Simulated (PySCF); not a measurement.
An unknown shows these calculated signals:

¹H NMR (500 MHz, computed): δ 4.96 (d, 2H), 2.50 (s, 3H), 1.85 (t, 1H).

¹³C{¹H} NMR (computed): δ 170.6 (C), 133.4 (C), 82.5 (C), 82.1 (CH), 46.1 (CH2), 11.1 (CH3).

Averaged over atoms made equivalent by symmetry, fast rotation or ring inversion, single conformer, non-relativistic Hamiltonian, no solvent. GIAO PBE0/pcSseg-1 shieldings; geometry from GFN2-xTB; PySCF 2.14.

Referencing at the same level of theory: TMS for ¹H (31.72 ppm) and ¹³C (186.93 ppm).

Problem. Which of these does the molecule contain: an ester, a (CH3)2CH unit, a CF3 group, a heteroaromatic ring, a C≡C triple bond?

Solution. 
- An ester: no.
- A (CH3)2CH unit: no.
- A CF3 group: no.
- A heteroaromatic ring: yes.
- A C≡C triple bond: yes (δC 82.1, 82.5; δH 1.85 (t)).

The data belong to `C#CCn1nc(C)c(F)n1`, C6H6FN3; they needn't prove each group on their own.

Carbon signals by region: 1 in the far downfield region (above 160 ppm), 1 in the sp2 and nitrile region (100–160 ppm), 2 at 50–100 ppm, 2 below 50 ppm. Above 160 ppm: 170.6, aromatic carbon bearing fluorine.

Splittings by ¹⁹F in the carbon and heteronuclear signals aren't shown, as no couplings were computed. Shifts are as computed. Against solution values, carbons near 30 ppm lie about +3 ppm off and those near 130 ppm about +5 ppm. Of 1211 compounds with measured shifts, 218 miss one by over three times the rms of a fit or turn the order of signals round; such compounds aren't used in these exercises. Multiplicities follow the n + 1 count of equivalent neighbours, as no J values were calculated; m marks all less simple cases, F and P coupling included.
